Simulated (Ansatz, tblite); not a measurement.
Forces on the cluster Si3B⁻ at its PBE0-D4/def2-TZVPD geometry. Charge -1, multiplicity 1.

The xTB rows come from tblite. The structure comes from a short search, and lower isomers may exist.

GFN1-xTB (tblite), largest force 1.22 eV/Å:

```xyz
4
positions Å, forces eV/Å
B     0.254   -0.547   -0.493    0.397   -0.855   -0.770
Si   -0.282   -1.460    1.069   -0.177   -0.251    0.503
Si    0.440    1.097   -1.398    0.044    0.531   -0.251
Si   -0.412    0.910    0.822   -0.263    0.575    0.518
```

GFN2-xTB (tblite), largest force 1.43 eV/Å:

```
B 0.044 -0.120 -0.112
Si 0.182 1.211 -0.738
Si -0.373 -0.752 1.157
Si 0.148 -0.338 -0.307
```

r2SCAN-D4/def2-TZVPD (Ansatz), largest force 0.15 eV/Å:

```
B 0.017 -0.039 -0.036
Si -0.034 -0.088 0.112
Si 0.023 0.117 -0.085
Si -0.005 0.010 0.009
```
